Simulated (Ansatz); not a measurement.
`[OH][GaH][Br]` + `F[SiH2]P[SiH3]` → `[F][GaH][Br]` + `O[SiH2]P[SiH3]`  (redistribution)

Program: Ansatz. Geometries: PBE0-D4/def2-TZVP. ΔE: electronic, gas phase. CCSD(T)/CBS adds triple-zeta CCSD(T) − MP2 to the extrapolated MP2 energy (def2 sets, frozen cores). Functionals use def2-TZVPP. For Br, Ga outer-core shells are correlated without core-valence functions, which leaves a few kJ/mol of doubt a bond. Scalar relativity is left out up to krypton. Each species was taken in one conformer, which may not be the lowest.

```
         level  ΔE (kJ/mol)
       ωB97X-V         13.8
       ωB97M-V         14.2
 HF/def2-QZVPP         13.9
MP2/def2-QZVPP         18.9
```

What does CCSD(T)/CBS give? (Best estimate.)

Ansatz gave: +19.8 kJ/mol. The listed levels differ from it by -6.0, -5.6, -5.9, -0.9 kJ/mol.

Largest T1 diagnostic among the species: 0.013.

In def2-TZVPP, CCSD(T) changes the Hartree–Fock value by +3.2 kJ/mol (the triples alone add −0.1 kJ/mol) and MP2 by +3.5 kJ/mol.
